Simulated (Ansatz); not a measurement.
Computed with Ansatz on PBE0-D4/def2-TZVP structures; ΔE is electronic, products minus reactants. CCSD(T)/CBS is the MP2 limit (def2-TZVPP, def2-QZVPP) plus CCSD(T) − MP2 in def2-TZVPP, frozen cores. Functionals use def2-TZVPP. B3LYP here is the variant with VWN-RPA as its local correlation; programs differ in this. Elements past krypton have def2 core potentials. For Br, I outer-core shells are correlated without core-valence functions, which leaves a few kJ/mol of doubt a bond. Scalar relativity is left out up to krypton. One conformer a species, not always the lowest.

Consider the formal exchange of groups at the Si–H bond: `[SiH3]CI` + `ClCBr` → `Cl[SiH2]CI` + `CBr`.

Problem. Is it downhill or uphill in electronic energy at CCSD(T)/CBS, and by how much? (Estimate.)

Solution. The calculation gave: Downhill: ΔE = -174.6 kJ/mol.

Problem. What do these levels give: B3LYP-D4, ωB97X-V, ωB97M-V, B2PLYP, B3LYP, HF/def2-TZVPP, SCS-MP2/def2-TZVPP, CCSD(T)/def2-TZVPP, HF/def2-QZVPP, MP2/def2-QZVPP, MP2/CBS(def2), CCSD/CBS(def2)? (Best estimate.)

Solution. Computed: B3LYP-D4 -171.8, ωB97X-V -172.7, ωB97M-V -175.5, B2PLYP -172.7, B3LYP -169.1, HF/def2-TZVPP -182.9, SCS-MP2/def2-TZVPP -173.9, CCSD(T)/def2-TZVPP -172.3, HF/def2-QZVPP -183.1, MP2/def2-QZVPP -179.0, MP2/CBS(def2) -179.9, CCSD/CBS(def2) -176.9 kJ/mol.

Largest T1 diagnostic among the species: 0.009.

In def2-TZVPP, CCSD(T) changes the Hartree–Fock value by +10.6 kJ/mol (the triples alone add +2.3 kJ/mol) and MP2 by +5.3 kJ/mol. From PBE to PBE0 (25 % exact exchange), in def2-TZVPP and without D4, ΔE moves by −7.9 kJ/mol.
